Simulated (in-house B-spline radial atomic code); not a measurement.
Whole-atom quantities along the 17-electron series, configuration 1s2 2s2 2p6 3s2 3p1/2(2) 3p3/2(3). Breit and QED terms are first order and not part of the total energy; the density at the nucleus is averaged over the nuclear charge. Computed with a radial B-spline atomic code at the basis-set limit: Dirac-Hartree-Fock, jj configuration that fills j = l - 1/2 first, finite nuclei.

| ion | Z | E/Z² (Eh) | Σ<r²> (bohr²) | n(0)/Z³ (bohr⁻³) | Lamb diamagnetic shielding (ppm) | repulsion over attraction | Breit energy (eV) | self-energy (eV) | vacuum polarisation (eV) |
| --- | --- | --- | --- | --- | --- | --- | --- | --- | --- |
| V6+ | 23 | -1.7728 | 7.4768 | 0.80486 | 1672.72 | 0.12956 | 8.3678 | 6.0488 | -0.47568 |
| Cr7+ | 24 | -1.796 | 6.4811 | 0.81941 | 1760.44 | 0.1252 | 9.6709 | 7.024 | -0.56504 |
| Mn8+ | 25 | -1.8179 | 5.6774 | 0.8343 | 1848.41 | 0.12108 | 11.106 | 8.105 | -0.66656 |
| Fe9+ | 26 | -1.8384 | 5.018 | 0.84994 | 1936.62 | 0.11718 | 12.678 | 9.298 | -0.78132 |
| Co10+ | 27 | -1.8579 | 4.4693 | 0.86597 | 2025.11 | 0.11348 | 14.396 | 10.61 | -0.91047 |
| Ni11+ | 28 | ? | ? | ? | ? | ? | ? | ? | ? |
| Cu12+ | 29 | ? | ? | ? | ? | ? | ? | ? | ? |
| Zn13+ | 30 | ? | ? | ? | ? | ? | ? | ? | ? |
| Ga14+ | 31 | -1.926 | 2.9855 | 0.93583 | 2382.18 | 0.10058 | 22.846 | 17.177 | -1.5963 |
| Ge15+ | 32 | -1.941 | 2.7312 | 0.95454 | 2472.31 | 0.097765 | 25.387 | 19.185 | -1.8169 |
| As16+ | 33 | -1.9554 | 2.5082 | 0.97478 | 2562.83 | 0.095087 | 28.114 | 21.353 | -2.0602 |

Fill in the row of Ni11+.

E/Z² (Eh): -1.8762; Σ<r²> (bohr²): 4.0075; n(0)/Z³ (bohr⁻³): 0.88325; Lamb diamagnetic shielding (ppm): 2113.89; repulsion over attraction: 0.10999; Breit energy (eV): 16.265; self-energy (eV): 12.046; vacuum polarisation (eV): -1.0553.

Fill in the row of Cu12+.

E/Z² (Eh): -1.8937; Σ<r²> (bohr²): 3.6146; n(0)/Z³ (bohr⁻³): 0.89979; Lamb diamagnetic shielding (ppm): 2202.99; repulsion over attraction: 0.10669; Breit energy (eV): 18.291; self-energy (eV): 13.615; vacuum polarisation (eV): -1.2169.

Fill in the row of Zn13+.

E/Z² (Eh): -1.9102; Σ<r²> (bohr²): 3.2773; n(0)/Z³ (bohr⁻³): 0.91764; Lamb diamagnetic shielding (ppm): 2292.41; repulsion over attraction: 0.10355; Breit energy (eV): 20.483; self-energy (eV): 15.323; vacuum polarisation (eV): -1.3968.

With what power of Z does the column «Σ<r²> (bohr²)» change over this range?

A fit of the logarithm of its size against log Z from Z = 23 to 33 has slope -3.01. Unscreened non-relativistic hydrogenic orbitals would give -2.
